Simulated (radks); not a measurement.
Fe2+, 24 electrons, occupied as [Ar] 3d5 4s1 (not the ground configuration).

Calculated with a radial shooting solver on a logarithmic mesh with Libxc functionals: scalar-relativistic Kohn-Sham, exchange-only PBE, spin-polarised, spherical densities, point nucleus; open shells are filled with parallel spins first.

Energy parts (Ry):
total: -2541.02607
kinetic: 2573.48014
electron-nucleus: -6036.71557
Hartree: 1030.36589
exchange: -108.15652

Orbitals (lengths in bohr, moments of r in powers of bohr; <r^-3> diverges for s and p1/2):
orbital  occ.  eigenvalue (Ry)  <r^-3>      <r>   <1/r>     <r^2>
1s up       1        -516.2387       -  0.05846   25.98  0.004596
1s down     1        -516.2357       -  0.05846   25.98  0.004596
2s up       1        -62.13151       -   0.2673   5.551   0.08435
2s down     1        -61.92690       -   0.2666   5.565   0.08394
2p up       3        -53.19927   479.8   0.2359   5.448   0.06839
2p down     3        -53.04363   482.0   0.2352   5.460   0.06796
3s up       1         -8.85197       -   0.8041   1.763    0.7455
3s down     1         -8.36045       -   0.8075   1.752    0.7522
3p up       3         -6.34175   61.67   0.8455   1.627    0.8408
3p down     3         -5.85766   60.48   0.8514   1.614    0.8536
3d up       5         -2.41224   5.615    1.005   1.301     1.283
3d down     0         -1.94735   5.378    1.042   1.270     1.396
4s up       1         -1.68732       -    2.383  0.5514     6.435
4p up       0         -1.21271   5.601    2.813  0.4622     9.009

The highest occupied level is 4s up at -22.957 eV. The configuration is held as typed, so some empty levels lie below it. Spin moment in Bohr magnetons: 6. The density falls to 0.001 e/bohr^3 at r = 3.56 bohr.

Run on one thread of a shared host, so times are rough (Arm Neoverse V2): 0.15 s of CPU time, 0.15 s wall, 14 iterations on 2541 mesh points.
